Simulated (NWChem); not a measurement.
System: BNH3OBr; SMILES BrB(O)N

NWChem input:

```
start job
memory heap 200 mb stack 900 mb global 1100 mb
geometry units angstroms noautoz
  B      0.023836    -0.970118     0.000000
  Br     0.053668     0.998286     0.000000
  O      1.197567    -1.673758     0.000000
  H      1.972471    -1.086781     0.000000
  N     -1.217154    -1.625974     0.000000
  H     -1.280958    -2.643871     0.000000
  H     -2.107554    -1.135380     0.000000
end
basis spherical
  * library def2-svp
end
dft
  xc b3lyp
  iterations 150
end
tddft
  nroots 8
  notriplet
end
task tddft energy
```

Parts of the log:

```
             Northwest Computational Chemistry Package (NWChem) 7.3.0
             --------------------------------------------------------

 CS  symmetry detected

                             Geometry "geometry" -> ""
                             -------------------------

 Output coordinates in angstroms (scale by  1.889725989 to convert to a.u.)

  No.       Tag          Charge          X              Y              Z
 ---- ---------------- ---------- -------------- -------------- --------------
    1 B                    5.0000     0.01667705    -0.97777061     0.00000000
    2 Br                  35.0000     0.00392968     0.99081817     0.00000000
    3 O                    8.0000     1.20535174    -1.65586071     0.00000000
    4 H                    1.0000     1.96737942    -1.05226149     0.00000000
    5 N                    7.0000    -1.20983790    -1.66031317     0.00000000
    6 H                    1.0000    -1.25161203    -2.67935202     0.00000000
    7 H                    1.0000    -2.11064013    -1.18909138     0.00000000

 Effective nuclear repulsion energy (a.u.)     220.8785223405

      Symmetry information
      --------------------

 Group name             Cs
 Group number              2
 Group order               2
 No. of unique centers     7

                                 NWChem DFT Module
                                 -----------------

 Summary of "ao basis" -> "ao basis" (spherical)
 ------------------------------------------------------------------------------
       Tag                 Description            Shells   Functions and Types
 ---------------- ------------------------------  ------  ---------------------
 B                          def2-svp                 6       14   3s2p1d
 Br                         def2-svp                12       32   5s4p3d
 O                          def2-svp                 6       14   3s2p1d
 H                          def2-svp                 3        5   2s1p
 N                          def2-svp                 6       14   3s2p1d

      Symmetry analysis of basis
      --------------------------

        a'         64
        a"         25

            General Information
            -------------------
          SCF calculation type: DFT
          Wavefunction type:  closed shell.
          No. of atoms     :     7
          No. of electrons :    58
           Alpha electrons :    29
            Beta electrons :    29
          Charge           :     0
          Spin multiplicity:     1
          Use of symmetry is: off; symmetry adaption is: on
          Maximum number of iterations: 150
          AO basis - number of functions:    89
                     number of shells:    39
          Convergence on energy requested:  1.00D-06
          Convergence on density requested:  1.00D-05
          Convergence on gradient requested:  5.00D-04

              XC Information
              --------------
                         B3LYP Method XC Potential
                     Hartree-Fock (Exact) Exchange  0.200
                        Slater Exchange Functional  0.800 local
                    Becke 1988 Exchange Functional  0.720 non-local
              Lee-Yang-Parr Correlation Functional  0.810
                  VWN I RPA Correlation Functional  0.190 local

             Grid Information
             ----------------
          Grid used for XC integration:  medium
          Radial quadrature: Mura-Knowles
          Angular quadrature: Lebedev.
          Tag              B.-S. Rad. Rad. Pts. Rad. Cut. Ang. Pts.
          ---              ---------- --------- --------- ---------
          B                   0.85       49           8.0       434
          Br                  1.15      112          11.0       590
          O                   0.60       49          10.0       434
          H                   0.35       45          11.0       434
          N                   0.65       49           9.0       434
          Grid pruning is: on
          Number of quadrature shells:   394
          Spatial weights used:  Erf1

      Superposition of Atomic Density Guess
      -------------------------------------

 Sum of atomic energies:       -2727.02297567

      Non-variational initial energy
      ------------------------------

 Total energy =   -2728.592119
 1-e energy   =   -4231.776764
 2-e energy   =    1282.306123
 HOMO         =      -0.364217
 LUMO         =       0.082419

      Symmetry analysis of molecular orbitals - initial
      -------------------------------------------------

  Numbering of irreducible representations:

     1 a'          2 a"

  Orbital symmetries:

     1 a'          2 a'          3 a'          4 a'          5 a"
     6 a'          7 a'          8 a'          9 a'         10 a'
    11 a'         12 a"         13 a'         14 a'         15 a"
    16 a'         17 a"         18 a'         19 a'         20 a'
    21 a'         22 a'         23 a'         24 a'         25 a"
    26 a'         27 a"         28 a'         29 a"         30 a'
    31 a"         32 a'         33 a'         34 a'         35 a'
    36 a'         37 a'         38 a"         39 a'

 !! scf_movecs_sym_adapt:    4 vectors were symmetry contaminated

  Symmetry fudging

   convergence    iter        energy       DeltaE   RMS-Dens  Diis-err
 ---------------- ----- ----------------- --------- --------- ---------
 d= 0,ls=0.0,diis     1  -2730.4530328737 -2.95D+03  1.17D-02  7.06D-01

 !! scf_movecs_sym_adapt:    6 vectors were symmetry contaminated

  Symmetry fudging
 d= 0,ls=0.0,diis     2  -2730.4454493834  7.58D-03  6.36D-03  8.91D-01

 !! scf_movecs_sym_adapt:    2 vectors were symmetry contaminated

  Symmetry fudging
 d= 0,ls=0.0,diis     3  -2730.5279577530 -8.25D-02  1.33D-03  4.12D-02

 !! scf_movecs_sym_adapt:    2 vectors were symmetry contaminated

  Symmetry fudging
 d= 0,ls=0.0,diis     4  -2730.5313010492 -3.34D-03  5.63D-04  5.28D-03
 d= 0,ls=0.0,diis     5  -2730.5317384230 -4.37D-04  1.41D-04  4.79D-04
  Resetting Diis
 d= 0,ls=0.0,diis     6  -2730.5317914956 -5.31D-05  3.60D-05  1.42D-05
 d= 0,ls=0.0,diis     7  -2730.5317926622 -1.17D-06  2.20D-05  1.47D-06
 d= 0,ls=0.0,diis     8  -2730.5317924843  1.78D-07  1.24D-05  3.06D-06
 d= 0,ls=0.0,diis     9  -2730.5317928451 -3.61D-07  1.00D-06  1.09D-08

         Total DFT energy =    -2730.531792845053
      One electron energy =    -4235.677763130467
           Coulomb energy =     1396.389193170235
    Exchange-Corr. energy =     -112.121745225296
 Nuclear repulsion energy =      220.878522340474

 Numeric. integr. density =       57.999995197873

[...]

                                NWChem TDDFT Module
                                -------------------

            General Information
            -------------------
           No. of orbitals :     178
            Alpha orbitals :      89
             Beta orbitals :      89
        Alpha frozen cores :       0
         Beta frozen cores :       0
     Alpha frozen virtuals :       0
      Beta frozen virtuals :       0
         Spin multiplicity :       1
    Number of AO functions :      89
        Use of symmetry is : off
      Symmetry adaption is : on
         Schwarz screening :  0.10D-07

              XC Information
              --------------
                  B3LYP Method XC Potential
              Hartree-Fock (Exact) Exchange   0.20
                 Slater Exchange Functional   0.80 local
             Becke 1988 Exchange Functional   0.72 non-local
       Lee-Yang-Parr Correlation Functional   0.81
           VWN I RPA Correlation Functional   0.19 local

             TDDFT Information
             -----------------
          Calculation type : TDDFT
         Wavefunction type : Restricted singlets
          No. of electrons :      58
           Alpha electrons :      29
            Beta electrons :      29
              No. of roots :       8
          Max subspacesize :    5600
            Max iterations :     100
               Target root :       1
           Target symmetry : none
      Symmetry restriction : off
                 Algorithm : Optimal
        Davidson threshold :  0.10D-03

    8 smallest eigenvalue differences (eV)
--------------------------------------------------------
  No. Spin  Occ  Vir  Irrep   E(Occ)    E(Vir)   E(Diff)
--------------------------------------------------------
    1    1   29   30 a"       -0.273     0.044     8.628
    2    1   29   31 a'       -0.273     0.053     8.855
    3    1   28   30 a'       -0.284     0.044     8.929
    4    1   29   32 a"       -0.273     0.064     9.149
    5    1   28   31 a"       -0.284     0.053     9.156
    6    1   27   30 a"       -0.296     0.044     9.259
    7    1   28   32 a'       -0.284     0.064     9.451
    8    1   27   31 a'       -0.296     0.053     9.486
--------------------------------------------------------

  Entering Davidson iterations
  Restricted singlet excited states

  Iter   NTrls   NConv    DeltaV     DeltaE      Time
  ----  ------  ------  ---------  ---------  ---------
    1      8       0     0.40E+00   0.10+100       11.0
    2     24       0     0.83E-01   0.37E-01       15.6
    3     40       0     0.57E-01   0.21E-01       15.0
    4     56       0     0.14E-01   0.38E-02       15.0
    5     72       0     0.40E-02   0.12E-03       15.1
    6     88       1     0.11E-02   0.56E-05       15.1
    7    102       5     0.30E-03   0.36E-06       13.9
    8    108       8     0.90E-04   0.21E-07       10.2
  ----  ------  ------  ---------  ---------  ---------
  Convergence criterion met

  Ground state a'      -2730.531792845053 a.u.

  ----------------------------------------------------------------------------
  Root   1 singlet a"             0.276762818 a.u.                7.5311 eV
  ----------------------------------------------------------------------------
     Transition Moments    X  0.00000   Y  0.00000   Z  0.10433
     Dipole Oscillator Strength                    0.0020084670
     Electric Quadrupole                           0.0000001489
     Magnetic Dipole                               0.0000013332
     Total Oscillator Strength                     0.0020099491

     Occ.   27  a"  ---  Virt.   30  a'   0.20317 X
     Occ.   29  a"  ---  Virt.   30  a'  -0.96348 X
     Occ.   29  a"  ---  Virt.   32  a'  -0.12585 X
     Occ.   29  a"  ---  Virt.   33  a'   0.08256 X
  ----------------------------------------------------------------------------
  Root   2 singlet a"             0.290049593 a.u.                7.8927 eV
  ----------------------------------------------------------------------------
     Transition Moments    X  0.00000   Y -0.00000   Z  0.00065
     Dipole Oscillator Strength                    0.0000000825
     Electric Quadrupole                           0.0000000035
     Magnetic Dipole                               0.0000002530
     Total Oscillator Strength                     0.0000003389

     Occ.   28  a'  ---  Virt.   31  a"   0.98447 X
     Occ.   29  a"  ---  Virt.   32  a'  -0.16506 X
  ----------------------------------------------------------------------------
  Root   3 singlet a"             0.291777506 a.u.                7.9397 eV
  ----------------------------------------------------------------------------
     Transition Moments    X -0.00000   Y -0.00000   Z  0.08786
     Dipole Oscillator Strength                    0.0015016673
     Electric Quadrupole                           0.0000000705
     Magnetic Dipole                               0.0000002506
     Total Oscillator Strength                     0.0015019884

     Occ.   27  a"  ---  Virt.   32  a'   0.13227 X
     Occ.   27  a"  ---  Virt.   34  a'   0.06304 X
     Occ.   28  a'  ---  Virt.   31  a"  -0.16802 X
     Occ.   29  a"  ---  Virt.   30  a'   0.10397 X
     Occ.   29  a"  ---  Virt.   32  a'  -0.92992 X
     Occ.   29  a"  ---  Virt.   33  a'  -0.26230 X
  ----------------------------------------------------------------------------
  Root   4 singlet a'             0.294390753 a.u.                8.0108 eV
  ----------------------------------------------------------------------------
     Transition Moments    X -0.39414   Y  0.05036   Z -0.00000
     Dipole Oscillator Strength                    0.0309866403
     Electric Quadrupole                           0.0000000109
     Magnetic Dipole                               0.0000016810
     Total Oscillator Strength                     0.0309883323

     Occ.   27  a"  ---  Virt.   31  a"  -0.14681 X
     Occ.   28  a'  ---  Virt.   30  a'  -0.98264 X
     Occ.   28  a'  ---  Virt.   33  a'  -0.07588 X
  ----------------------------------------------------------------------------
  Root   5 singlet a'             0.300275148 a.u.                8.1709 eV
  ----------------------------------------------------------------------------
     Transition Moments    X  0.31256   Y  0.55019   Z  0.00000
     Dipole Oscillator Strength                    0.0801529637
     Electric Quadrupole                           0.0000002474
     Magnetic Dipole                               0.0000000578
     Total Oscillator Strength                     0.0801532689

     Occ.   26  a'  ---  Virt.   32  a'  -0.11571 X
     Occ.   26  a'  ---  Virt.   33  a'  -0.09176 X
     Occ.   27  a"  ---  Virt.   31  a"   0.38559 X
     Occ.   28  a'  ---  Virt.   30  a'  -0.05272 X
     Occ.   28  a'  ---  Virt.   32  a'  -0.32094 X
     Occ.   28  a'  ---  Virt.   33  a'   0.07931 X
     Occ.   28  a'  ---  Virt.   36  a'  -0.05424 X
     Occ.   29  a"  ---  Virt.   31  a"   0.83817 X
  ----------------------------------------------------------------------------
  Root   6 singlet a"             0.300807501 a.u.                8.1854 eV
  ----------------------------------------------------------------------------
     Transition Moments    X -0.00000   Y -0.00000   Z  0.14964
     Dipole Oscillator Strength                    0.0044902495
     Electric Quadrupole                           0.0000000460
     Magnetic Dipole                               0.0000007056
     Total Oscillator Strength                     0.0044910011

     Occ.   25  a"  ---  Virt.   30  a'  -0.05281 X
     Occ.   27  a"  ---  Virt.   30  a'   0.94918 X
     Occ.   27  a"  ---  Virt.   32  a'  -0.16194 X
     Occ.   29  a"  ---  Virt.   30  a'   0.20750 X
     Occ.   29  a"  ---  Virt.   33  a'   0.13464 X
  ----------------------------------------------------------------------------
  Root   7 singlet a'             0.310672631 a.u.                8.4538 eV
  ----------------------------------------------------------------------------
     Transition Moments    X -0.04688   Y -0.29099   Z  0.00000
     Dipole Oscillator Strength                    0.0179929726
     Electric Quadrupole                           0.0000000322
     Magnetic Dipole                               0.0000006283
     Total Oscillator Strength                     0.0179936332

     Occ.   26  a'  ---  Virt.   32  a'   0.09506 X
     Occ.   26  a'  ---  Virt.   33  a'   0.05032 X
     Occ.   27  a"  ---  Virt.   31  a"  -0.14984 X
     Occ.   28  a'  ---  Virt.   32  a'  -0.88616 X
     Occ.   28  a'  ---  Virt.   33  a'  -0.34117 X
     Occ.   28  a'  ---  Virt.   34  a'   0.09610 X
     Occ.   29  a"  ---  Virt.   31  a"  -0.22060 X
  ----------------------------------------------------------------------------
  Root   8 singlet a"             0.312081223 a.u.                8.4922 eV
  ----------------------------------------------------------------------------
     Transition Moments    X  0.00000   Y -0.00000   Z -0.18345
     Dipole Oscillator Strength                    0.0070017842
     Electric Quadrupole                           0.0000000005
     Magnetic Dipole                               0.0000001422
     Total Oscillator Strength                     0.0070019268

[...]
```

Level: B3LYP/def2-SVP, full TDDFT. Geometry: optimised at PBE-D3(BJ)/def2-SVP. B3LYP is NWChem's, with the RPA form of VWN correlation.
